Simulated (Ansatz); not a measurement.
Coupled-cluster diagnostics for (H2Al-mu-OH)3 (Al3O3H9), Ansatz.

Geometry of the singlet (PBE-D4/def2-SVP):

Cartesian coordinates in Å:
```
Al -0.465 0.585 1.658
H -1.553 0.325 2.806
H 0.723 1.650 1.712
O 0.292 -1.095 1.291
Al 1.331 -1.470 -0.236
H 0.600 -2.670 -0.997
H 2.895 -1.415 0.093
O 0.949 0.173 -1.070
Al -0.677 0.937 -1.632
H -1.521 -0.098 -2.511
H -0.295 2.422 -2.087
O -1.443 0.915 0.089
H -0.114 -1.849 1.757
H 1.684 0.814 -1.025
H -2.405 0.774 0.152
```

Correlated methods freeze 18 core orbitals.

(1) Estimate the CCSD(T) correlation energy, the shares of MP2 and (T), T1 and the reference's ⟨S²⟩ for: charge 0, singlet, own geometry in def2-SVP; charge 1, doublet, vertical in def2-SVP; and the rough time on 4 threads of AMD EPYC 7B13 on a shared host.

## Answers

(1) 
```csv
state,basis,correlation (eV),MP2 share (%),(T) share (%),T1,⟨S²⟩ (pure),wall time
"charge 0, singlet, own geometry",def2-SVP,-23.578,91.3,1.8,0.011,0.00 (0.00),14 s
"charge 1, doublet, vertical",def2-SVP,-23.168,90.8,2.1,0.027,0.83 (0.75),74 s
```
Customary marks for T1 are 0.02 (closed shells), 0.045 (open shells) and about 0.05 (3d metals). T1 exceeds 0.02 in 1 of 2 rows and 0.045 in 0; the higher it lies, the less the single-reference result can be trusted.
